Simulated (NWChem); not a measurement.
**Correlation energy of H2As**

SMILES: [AsH2]
```xyz
3

As     0.0000     0.0000    -0.0614
H     -1.0888     0.0000     1.0131
H      1.0888     0.0000     1.0131
```
Charge 0, spin multiplicity 2.

Everything below was run with NWChem. Structure: optimised with UPBE0/def2-SVP, a minimum by its harmonic frequencies.

Basis set: def2-SVP. Each correlation energy counts from its own Hartree-Fock reference.

| method | correlation energy (mHa) |
|---|---|
| CCSD(T) on ROHF | -247.2 |
| CCSD[T] on ROHF | -247.6 |
| CCSD[T] on UHF | -243.4 |
| SCS-UMP2 | -212.8 |
| CCSD(T) on UHF | -243.0 |
| CCSD on UHF | -237.4 |
| CCSD on ROHF | -241.4 |
| UMP2 | -223.0 |

The values span 34.8 mHa, from CCSD[T] on ROHF (lowest) to SCS-UMP2 (highest). 

The Hamiltonian is non-relativistic. The correlated methods keep 9 core orbitals frozen. The structure started from a generated list of species. The unpaired electrons of the parent sit in orbitals of symmetry b2 (C2v labels of the run); other states weren't searched. The stability of the SCF solutions was not checked. Open-shell Hartree-Fock references start from PBE0 orbitals. Coupled-cluster values serve here as a point of comparison, not as the truth.
